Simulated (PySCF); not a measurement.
Z-matrix (Å, degrees):
```
Se
H 1 1.4748
```
Charge 0, spin multiplicity 2.

### Question
What is the computed total energy, highest occupied spin orbital and dipole moment (PySCF with PBE-D3(BJ)/def2-TZVP // B3LYP-D3(BJ)/def2-TZVP)?

### Answer

```json
{
  "total_energy": "-2401.7501 Ha",
  "highest_occupied_spin_orbital": "-5.80 eV",
  "dipole_moment": "0.55 D"
}
```
